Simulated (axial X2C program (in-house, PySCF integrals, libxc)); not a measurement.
**Cl or H: which binds elements of chip processing more strongly?**

Calculated with an in-house relativistic program for diatomic molecules, spin-free (one-electron X2C) or two-component (2c: spin–orbit coupling with atomic mean-field Coulomb and Gaunt terms, which also bring small scalar terms), in Dyall basis sets with cores contracted in-house; open shells are unrestricted.

Level PBE0, spin-free. Dyall triple-zeta sets: AlCl v3z/av3z; AlH v3z/v3z; SiCl v3z/av3z; SiH v3z/v3z; TiCl cv3z/av3z; TiH cv3z/v3z; GaCl cv3z/av3z; GaH cv3z/v3z; GeCl cv3z/av3z; GeH cv3z/v3z; ZrCl cv3z/av3z; ZrH cv3z/v3z; InCl cv3z/av3z; InH cv3z/v3z; SnCl cv3z/av3z; SnH cv3z/v3z; SbCl cv3z/av3z; SbH cv3z/v3z.

Diatomic bonds are a first guide to the radicals met in plasma etching, cleaning and deposition, though surfaces and higher halides or oxides behave in their own way.

```tsv
element M	state of MCl	Re MCl (Å)	D0 MCl (eV)	state of MH	Re MH (Å)	D0 MH (eV)
Al	M_S = 0, Λ = 0	2.155	5.07	M_S = 0, Λ = 0	1.668	2.87
Si	M_S = 1/2, Λ = 1	2.078	4.30	M_S = 1/2, Λ = 1	1.536	2.88
Ti	M_S = 3/2, Λ = 3	2.253	4.59	M_S = 3/2, Λ = 3	1.753	2.44
Ga	M_S = 0, Λ = 0	2.217	4.78	M_S = 0, Λ = 0	1.674	2.74
Ge	M_S = 1/2, Λ = 1	2.177	4.03	M_S = 1/2, Λ = 1	1.597	2.69
Zr	M_S = 3/2, Λ = 0	2.328	4.99	M_S = 3/2, Λ = 0	1.868	2.66
In	M_S = 0, Λ = 0	2.418	4.54	M_S = 0, Λ = 0	1.849	2.54
Sn	M_S = 1/2, Λ = 1	2.373	3.88	M_S = 1/2, Λ = 1	1.779	2.46
Sb	M_S = 1, Λ = 0	2.344	3.17	M_S = 1, Λ = 0	1.716	2.46
```

Q: Work out the energy at 0 K of MCl + H → MH + Cl for each element.

A: ΔE = D0(MCl) − D0(MH) at PBE0, spin-free: Al 2.20, Si 1.42, Ti 2.15, Ga 2.04, Ge 1.34, Zr 2.33, In 2.00, Sn 1.42, Sb 0.71 eV (negative: the exchange gives off energy).

Q: For which element is the exchange to H most and for which least favourable, and what is the energy of SbCl + ZrH → SbH + ZrCl?

A: Sb most (0.71 eV), Zr least (2.33 eV; too close to rank against Al). The atoms cancel in the double exchange: ΔE = 0.71 − (2.33) = -1.62 eV, a figure less sensitive to errors in the atoms than D0 itself.

Each entry is the lowest single determinant of a limited PBE0 search at one distance. D0 = De minus the zero-point energy; De goes to single-determinant-based atoms at the same level (for ions the charge split of lowest energy) and is withheld (n/a) where an atom does not fit its ground term or J level. Main or longest-lived isotopes. One determinant is a doubtful description, or other states lie close, for TiCl, TiH, ZrCl, ZrH, SbCl, SbH; these need not be ground states, and all values refer to the states named. The functionals have no current term, which raises determinants with orbital currents. Spin-free values lack the spin–orbit lowering of the atoms, a third of the ²P splitting for halogens (0.036 eV for Cl, 0.152 eV for Br from NIST levels). These D0 were not checked against measured values; triple-zeta sets, frozen cores and single determinants leave errors of some tenths of an eV, more for transition metals.
